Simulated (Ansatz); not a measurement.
Reaction (redistribution): `[F][Ge]([F])([SiH3])[Cl]` + `[CH3][AlH][CH2]F` → `[CH3][Ge]([F])([SiH3])[Cl]` + `F[CH2][AlH][F]`

Calculated with Ansatz (gas phase, PBE0-D4/def2-TZVP geometries, no zero-point term in ΔE). CBS: MP2 limit from def2 TZ/QZ plus the TZ coupled-cluster correction, frozen cores. For Ge outer-core shells are correlated without core-valence functions, which leaves a few kJ/mol of doubt a bond. Scalar relativity is left out up to krypton. One conformer a species, not always the lowest.

`[F][Ge]([F])([SiH3])[Cl]`:

Z-matrix (Å, degrees):
```
Ge
F 1 1.725
Si 1 2.383 2 112.3
F 1 1.724 2 103.8 3 121.5
Cl 1 2.130 2 106.2 3 -126.7
H 3 1.481 1 106.9 2 178.4
H 3 1.481 1 106.9 2 -62.1
H 3 1.481 1 107.6 2 58.2
```

`[CH3][AlH][CH2]F`:

Z-matrix (Å, degrees):
```
C
Al 1 1.952
H 1 1.095 2 110.7
H 1 1.093 2 113.6 3 121.4
H 1 1.096 2 110.7 3 -117.3
C 2 1.984 1 118.7 3 -121.6
H 2 1.587 1 121.7 3 58.4
F 6 1.399 2 112.6 1 -179.9
H 6 1.099 2 111.7 1 -58.8
H 6 1.099 2 111.7 1 59.0
```

`[CH3][Ge]([F])([SiH3])[Cl]`:

Cartesian coordinates in Å:
```
C -1.639 0.209 -0.896
Ge -0.372 -0.327 0.465
F -0.551 -2.054 0.637
Si 1.964 0.119 0.254
Cl -1.034 0.489 2.351
H -2.633 -0.124 -0.596
H -1.638 1.295 -1.001
H -1.374 -0.249 -1.849
H 2.150 1.590 0.187
H 2.657 -0.439 1.439
H 2.471 -0.509 -0.992
```

`F[CH2][AlH][F]`:

Cartesian coordinates in Å:
```
F -0.508 0.736 1.671
C 0.384 0.117 0.799
Al -0.380 -0.183 -0.997
F -1.924 0.296 -1.313
H 1.290 0.736 0.744
H 0.702 -0.831 1.255
H 0.436 -0.870 -2.159
```

```csv
level,ΔE (kcal/mol)
CCSD(T)/def2-TZVPP,-29.0
HF/CBS(def2),-27.4
```

Question: What does CCSD(T)/CBS give? (Best estimate.)

Answer: The calculation gave: -29.8 kcal/mol. The listed levels differ from it by 0.8, 2.4 kcal/mol.

Largest T1 diagnostic among the species: 0.012.

Leaving LDA and LC-ωPBE aside and taking each functional with its dispersion term where it has one, the values, not all of them listed here, spread over 2.1 kcal/mol, from BHLYP-D4 to B97M-V. From PBE to PBE0 (25 % exact exchange), in def2-TZVPP and without D4, ΔE moves by −0.9 kcal/mol.
